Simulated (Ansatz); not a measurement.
`B[SiH](Br)C=O` + `O[Si](F)(F)Br` → `BO[Si](F)(F)Br` + `O=C[SiH2]Br`  (cleavage of the B–Si bond)

Isolated molecules relaxed with PBE0-D4/def2-TZVP in Ansatz; ΔE leaves out vibrations. CBS: MP2 limit from def2 TZ/QZ plus the TZ coupled-cluster correction, frozen cores. For Br outer-core shells are correlated without core-valence functions, which leaves a few kJ/mol of doubt a bond. Scalar relativity is left out up to krypton. One conformer a species, not always the lowest.

`B[SiH](Br)C=O`:

Z-matrix (Å, degrees):
```
Si
Br 1 2.230
C 1 1.940 2 106.7
B 1 2.001 2 114.5 3 -121.9
H 1 1.487 2 108.2 3 113.8
O 3 1.201 1 120.4 2 176.4
H 3 1.115 1 118.8 2 -3.4
H 4 1.192 1 122.5 2 -8.2
H 4 1.194 1 118.0 2 171.3
```

`O[Si](F)(F)Br`:

Z-matrix (Å, degrees):
```
Si
F 1 1.577
F 1 1.577 2 105.7
O 1 1.609 2 111.4 3 121.2
Br 1 2.169 2 109.8 3 -118.5
H 4 0.959 1 119.5 2 -59.1
```

`BO[Si](F)(F)Br`:

```xyz
8

B    -0.632    1.097   -1.012
O     0.296    0.647   -0.132
Si    0.594   -0.664    0.761
F     2.006   -1.220    0.356
F     0.665   -0.225    2.267
Br   -0.897   -2.227    0.528
H    -0.469    2.190   -1.466
H    -1.564    0.402   -1.301
```

`O=C[SiH2]Br`:

Z-matrix (Å, degrees):
```
Si
C 1 1.926
Br 1 2.218 2 109.2
H 1 1.480 2 108.8 3 119.4
H 1 1.480 2 108.8 3 -119.3
O 2 1.203 1 118.8 3 -179.0
H 2 1.114 1 120.6 3 1.1
```

```csv
species,CCSD(T)/CBS(def2) energy (Eh)
`B[SiH](Br)C=O`,-3002.80389
`O[Si](F)(F)Br`,-3138.00572
`BO[Si](F)(F)Br`,-3163.42790
`O=C[SiH2]Br`,-2977.43874
```

(1) Work out ΔE.

Largest T1 diagnostic among the species: 0.013.

Answers

(1) ΔE = (-3163.42790) + (-2977.43874) − (-3002.80389) − (-3138.00572) = -0.05703 Eh = -149.7 kJ/mol.

Leaving LDA and LC-ωPBE aside and taking each functional with its dispersion term where it has one, the values, not all of them listed here, spread over 24.8 kJ/mol, from BHLYP-D4 to revPBE-D4. LDA lies −6.6 kJ/mol from PBE without D4. From r2SCAN to r2SCAN0 (25 % exact exchange), in def2-TZVPP and without D4, ΔE moves by −3.7 kJ/mol. At CCSD(T), def2-SVP lies −17.3 kJ/mol from the extrapolated value and def2-TZVPP −0.6 kJ/mol.
